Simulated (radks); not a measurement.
Values are calculated unless marked as measured or tabulated.
Q: The mean radii <r> (bohr) of the occupied orbitals of an atom or ion are listed with their occupations. Code: a radial shooting solver on a logarithmic mesh with Libxc functionals. Model: scalar-relativistic Kohn-Sham, exchange-only B88, spin-polarised, spherical densities, point nucleus.

| orbital | occ. | <r> |
|---|---|---|
| 1s up | 1 | 0.03428 |
| 1s down | 1 | 0.03428 |
| 2s up | 1 | 0.1496 |
| 2s down | 1 | 0.1496 |
| 2p up | 3 | 0.1304 |
| 2p down | 3 | 0.1303 |
| 3s up | 1 | 0.4156 |
| 3s down | 1 | 0.4155 |
| 3p up | 3 | 0.4165 |
| 3p down | 3 | 0.4164 |
| 3d up | 5 | 0.3992 |
| 3d down | 5 | 0.3990 |
| 4s up | 1 | 1.061 |
| 4s down | 1 | 1.052 |
| 4p up | 3 | 1.177 |
| 4p down | 3 | 1.164 |
| 4d up | 5 | 1.677 |
| 5s up | 1 | 2.984 |

Name the element and its charge. Open shells, if any, are filled with parallel spins first.

A: Z = 43, technetium, charge +1: Tc+ in [Kr] 4d5 5s1. The 1s radius gives Z: for a bare nucleus <r> = (2 gamma + 1)/(2Z) with gamma = sqrt(1 - (Z/c)^2), 0.03371 bohr for Z = 43, and screening makes it slightly larger (0.03428 here). The occupations add up to 42, and the charge is Z minus that.
